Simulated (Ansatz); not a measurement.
Ideal-gas functions of `F[Si]1(F)C=C1` at 800 K and 1 bar, from an Ansatz frequency run at PBE0-D4/def2-TZVP.

Molar mass 92.12 g/mol, point group C2v (symmetry number 2), electronic degeneracy 1, moments of inertia 74.025, 125.77, 169.503 u Å². Harmonic wavenumbers (cm⁻¹, unscaled): 247, 268, 331, 340, 684, 707, 775, 947, 960, 1030, 1047, 1204, 1482, 3192, 3209.

Use S(trans) = R[1.5 ln M + 2.5 ln T − 1.1517]; rotational temperatures θ = 24.2544 K / I; S(rot) = R[ln(√π/σ · √(T³/θAθBθC)) + 1.5]; for each mode x = 1.438777 ν̃/T, S = R[x/(eˣ − 1) − ln(1 − e⁻ˣ)] and H = RT x/(eˣ − 1); 1 cm⁻¹ = 0.0119627 kJ/mol; R = 8.31446 J/(mol·K).

Q: By hand: the entropy, in J/(mol·K).

A: Translation 185.8. Rotation: θ = 0.3277, 0.1928, 0.1431 K, giving 114.4. Vibration, mode by mode: 15.13, 14.46, 12.75, 12.53, 7.10, 6.86, 6.20, 4.82, 4.74, 4.28, 4.18, 3.35, 2.26, 0.18, 0.18, in all 99.0. Electronic 0.0. Sum 399.2 J/(mol·K).

Q: By hand: H − E and G − E in kJ/mol, counted from the electronic energy.

A: Zero-point energy ½ × 16423 × 0.0119627 = 98.2; thermal vibration 42.9; translation, rotation and pV give 4 RT = 26.6. H − E = 167.7 kJ/mol, and G − E = 167.7 − 800 × 399.2/1000 = -151.7 kJ/mol.

Vibration gives 25 % of the entropy.
